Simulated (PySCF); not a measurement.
Species: sum formula SiH3Cl, net charge -1, doublet state. 
Coordinates optimised at B3LYP-D3(BJ)/def2-TZVP (Ansatz):
```
Si
H 1 1.4986
H 1 1.4986 2 105.90
H 1 1.5513 2 99.61 3 102.96
Cl 1 2.5598 2 92.59 4 163.61
```
Charge -1, spin multiplicity 2.

Dispersion corrections to the total energy (kcal/mol) from the dftd3 and dftd4 libraries through PySCF: D3(BJ) without and D4 with the three-body term, each with the damping fitted for the functional named.

| functional | D3(BJ) | D4 |
|---|---|---|
| HF | -15.47 | -8.62 |
| PW6B95 | -1.03 | ___ |
| PBE0 | -1.57 | -2.00 |
| BLYP | -4.01 | -5.31 |
| HSE06 | ___ | -1.87 |
| BP86 | -3.10 | -3.20 |
| B2PLYP | ___ | -1.65 |

### Question
Complete the blanks.

### Answer

- PW6B95, D4: -2.08
- HSE06, D3(BJ): -1.25
- B2PLYP, D3(BJ): -1.63
